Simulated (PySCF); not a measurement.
A run for PySCF: D3(BJ) and D4 dispersion corrections on BH5P2 (SMILES PBP), a point of a torsion scan.

```python
from pyscf import gto
from pyscf.dispersion import dftd3, dftd4

mol = gto.M(
    atom='''
    P     1.78788799    0.14196247   -0.19425071
    B     0.11244359   -0.72742821    0.18041075
    P    -1.06781885   -0.12671816    1.47033980
    H     1.16353737    1.33188500   -0.54459532
    H     2.02262138    0.63420871    1.08657276
    H    -0.28573139   -1.49091564   -0.61558191
    H    -0.27472228    0.11479706    2.57323898
    H    -1.64290427   -1.29004940    1.93746406
    ''',
    basis='def2-svp',
    charge=0, spin=0, verbose=0, max_memory=1800)
d3, d4 = {}, {}
for xc in ['hf', 'pbe', 'blyp', 'revpbe', 'tpss', 'r2scan', 'b3lyp', 'pbe0', 'bhlyp', 'camb3lyp', 'b2plyp']:
    d3[xc] = float(dftd3.DFTD3Dispersion(mol, xc=xc, version='d3bj', atm=False).get_dispersion()['energy'])
    print(f'D3(BJ) {xc:10s} {d3[xc]:14.8f} Eh')
for xc in ['hf', 'pbe', 'blyp', 'revpbe', 'tpss', 'r2scan', 'b3lyp', 'pbe0', 'bhlyp', 'camb3lyp', 'b2plyp']:
    d4[xc] = float(dftd4.DFTD4Dispersion(mol, xc={'camb3lyp': 'cam-b3lyp'}.get(xc, xc), atm=True).get_dispersion()['energy'])
    print(f'D4     {xc:10s} {d4[xc]:14.8f} Eh')
```

Output:

```
D3(BJ) hf            -0.05324870 Eh
D3(BJ) pbe           -0.00666069 Eh
D3(BJ) blyp          -0.01487196 Eh
D3(BJ) revpbe        -0.01649026 Eh
D3(BJ) tpss          -0.00861040 Eh
D3(BJ) r2scan        -0.00182336 Eh
D3(BJ) b3lyp         -0.01224831 Eh
D3(BJ) pbe0          -0.00593841 Eh
D3(BJ) bhlyp         -0.00999479 Eh
D3(BJ) camb3lyp      -0.00565592 Eh
D3(BJ) b2plyp        -0.00594688 Eh
D4     hf            -0.02202169 Eh
D4     pbe           -0.00628603 Eh
D4     blyp          -0.01391026 Eh
D4     revpbe        -0.01857610 Eh
D4     tpss          -0.00850415 Eh
D4     r2scan        -0.00144816 Eh
D4     b3lyp         -0.01027550 Eh
D4     pbe0          -0.00530340 Eh
D4     bhlyp         -0.00815101 Eh
D4     camb3lyp      -0.00541869 Eh
D4     b2plyp        -0.00437446 Eh
```

The run finished.

Cost: roughly 0.020 core-seconds.
